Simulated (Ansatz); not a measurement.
Calculated with Ansatz (gas phase, PBE0-D4/def2-TZVP geometries, no zero-point term in ΔE). CBS: MP2 limit from def2 TZ/QZ plus the TZ coupled-cluster correction, frozen cores. This one scheme is used for every species. DFT in def2-TZVPP. B3LYP here is the variant with VWN-RPA as its local correlation; programs differ in this. HSE06 is defined as in plane-wave codes. Each species was taken in one conformer, which may not be the lowest.

Reaction (formal exchange of groups at a B–C bond): `OBCO` + propane → `CC(C)BO` + CH₃OH

```csv
level,ΔE (kJ/mol),difference from CCSD(T)/CBS
LDA (SPW92),20.6,9.0
PBE-D4,14.9,3.3
revPBE-D4,12.9,1.3
BLYP-D4,14.2,2.6
r2SCAN-D4,15.8,4.2
B97M-V,16.2,4.6
PBE0-D4,14.8,3.2
B3LYP-D4,14.7,3.1
r2SCANh-D4,15.7,4.1
r2SCAN0-D4,15.5,3.9
HSE06-D4,14.8,3.2
BHLYP-D4,15.0,3.4
ωB97X-V,14.5,2.9
ωB97M-V,14.4,2.8
PBE-QIDH,13.6,2.0
PBE,17.2,5.6
revPBE,16.3,4.7
r2SCAN,16.6,5.0
PBE0,16.9,5.3
B3LYP,18.2,6.6
r2SCAN0,16.5,4.9
HSE06,16.9,5.3
BHLYP,18.0,6.4
CAM-B3LYP,19.0,7.4
LC-ωPBE,17.4,5.8
RPA@PBE/def2-TZVPP,8.0,-3.6
HF/def2-SVP,17.5,5.9
MP2/def2-SVP,10.1,-1.5
CCSD/def2-SVP,12.1,0.5
CCSD(T)/def2-SVP,10.9,-0.7
HF/def2-TZVPP,16.5,4.9
MP2/def2-TZVPP,8.9,-2.7
CCSD/def2-TZVPP,11.6,0.0
CCSD(T)/def2-TZVPP,10.5,-1.1
HF/def2-QZVPP,16.3,4.7
MP2/def2-QZVPP,9.5,-2.1
SCS-MP2/def2-QZVPP,10.1,-1.5
HF/CBS(def2),16.3,4.7
MP2/CBS(def2),10.1,-1.5
CCSD/CBS(def2),12.7,1.1
CCSD(T)/CBS,11.6,0
```

Largest T1 diagnostic among the species: 0.012.

In def2-TZVPP, CCSD(T) changes the Hartree–Fock value by −6.0 kJ/mol (the triples alone add −1.1 kJ/mol) and MP2 by −7.6 kJ/mol. The D4 term adds −3.5 kJ/mol with B3LYP and −2.2 kJ/mol with PBE0; it sums over pairs of atoms, weighted by their polarisabilities, and B3LYP, whose exchange is more repulsive, gets the larger term. Leaving LDA and LC-ωPBE aside and taking each functional with its dispersion term where it has one, the values, not all of them listed here, spread over 3.8 kJ/mol, from revPBE-D4 to CAM-B3LYP-D4. LDA lies +3.3 kJ/mol from PBE without D4.
